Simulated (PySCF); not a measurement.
A structure optimised at PBE-D3(BJ)/def2-SVP, used in a PySCF frequency run:

```xyz
7

F     -2.1787    -0.1831     1.0883
C     -1.4478     0.0277     0.0000
F     -2.1787    -0.1831    -1.0883
C     -0.1875     0.4084     0.0000
C      1.0744     0.7756     0.0000
Cl     2.4220    -0.3413     0.0000
H      1.4086     1.8277     0.0000
```

Problem. Write its SMILES, formula and point group.

Solution. FC(F)=C=CCl, C3HClF2, Cs

Problem. What are its rotational constants (standard atomic weights)?

Solution. 8.0310, 1.1289, 1.0645 GHz
